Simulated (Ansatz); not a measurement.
One change: `BC(B)O[SiH3]` becomes `BCO[SiH3]`.

Ansatz, PBE0-D4/def2-TZVP geometries, multiplicity 1. Each molecule was computed in one conformer, which needn't be the lowest.

```csv
property,`BC(B)O[SiH3]`
HOMO–LUMO gap (ωB97M-V/def2-TZVPP) / eV,10.28
size of the dipole moment (PBE/def2-TZVPP) / D,0.88
HOMO energy (B3LYP/def2-TZVPP) / eV,-7.78
HOMO–LUMO gap (B3LYP/def2-TZVPP) / eV,5.58
LUMO energy (B3LYP/def2-TZVPP) / eV,-2.20
HOMO energy (PBE0/def2-TZVPP) / eV,-8.01
```

Task: Give the same properties after the change, and the shifts. (Estimate.)

Result: Computed: 
```
                                      property  `BCO[SiH3]`  shift
       HOMO–LUMO gap (ωB97M-V/def2-TZVPP) / eV        11.06   0.78
size of the dipole moment (PBE/def2-TZVPP) / D         1.10   0.22
           HOMO energy (B3LYP/def2-TZVPP) / eV        -8.05  -0.27
         HOMO–LUMO gap (B3LYP/def2-TZVPP) / eV         6.30   0.72
           LUMO energy (B3LYP/def2-TZVPP) / eV        -1.76   0.44
            HOMO energy (PBE0/def2-TZVPP) / eV        -8.28  -0.27
```

With PBE0 the HOMO falls by 0.27 eV and the LUMO rises by 0.47 eV, so the gap widens by about 0.74 eV. PBE moves the HOMO by -0.21 eV and ωB97M-V by -0.29 eV. Dipoles are sizes alone; their direction can turn.

B3LYP here is the variant with VWN-RPA as its local correlation; programs differ in this.
